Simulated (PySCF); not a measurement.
B(CCH)(Me)(OMe) (C4H7BO), SMILES C#CB(C)OC. Geometry: PBE-D3(BJ)/def2-SVP. This is a generated structure with no PubChem entry under its InChIKey; it may be hypothetical. The values are those of a single conformer.

### Question
Give the equilibrium geometry at PBE-D3(BJ)/def2-SVP (PySCF confirms it by a frequency run) as a Z-matrix, and its point group. (The exact figures need the calculation; the answer reports its results.)

### Answer
This is not unique; one that fits is point group Cs.
```
B
O 1 1.3652
C 2 1.4145 1 126.00
H 3 1.1098 2 113.13 1 0.00
H 3 1.1099 4 108.76 2 -121.30
H 3 1.1099 4 108.76 5 -117.40
C 1 1.5454 2 114.97 3 180.00
C 7 1.2293 2 152.67 1 180.00
H 8 1.0819 2 160.92 1 180.00
C 1 1.5818 2 125.97 3 0.00
H 10 1.1071 1 116.27 2 0.00
H 10 1.1110 11 108.15 4 -123.27
H 10 1.1110 11 108.15 12 -113.46
```
